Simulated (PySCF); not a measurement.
System: sum formula H₆SiN₃O (charge 0, doublet). It need not be the lowest isomer of its formula. 
Geometry from a B3LYP-D3(BJ)/def2-TZVP (Ansatz) optimisation:
SMILES: [NH][Si](N)(N)O
```xyz
11

Si    -0.0216     0.0059     0.0152
O     -0.5832    -1.4578     0.5331
N     -1.2215     1.2672    -0.0588
N      1.1579     0.6708     1.0451
N      0.5746    -0.3628    -1.5455
H     -0.8424    -1.5149     1.4557
H     -2.1235     0.9543    -0.4223
H      2.0252     0.2214     1.2830
H      1.1122     1.6346     1.3281
H      1.0808     0.3206    -2.0838
H      0.1388    -1.0628    -2.1243
```
Charge 0, spin multiplicity 2.

Dispersion corrections to the total energy (kcal/mol) from the dftd3 and dftd4 libraries through PySCF: D3(BJ) without and D4 with the three-body term, each with the damping fitted for the functional named.

```csv
functional,D3(BJ),D4
BLYP,-11.15,…
BHLYP,-7.24,-6.45
HF,-41.14,-19.50
TPSSh,…,-6.70
B3LYP,-9.14,-8.79
LC-wPBE,-4.96,-6.07
PBE,-5.24,…
```

Question: Some entries are withheld; supply them.

Answer: 
- BLYP, D4: -12.13
- TPSSh, D3(BJ): -6.08
- PBE, D4: -5.46
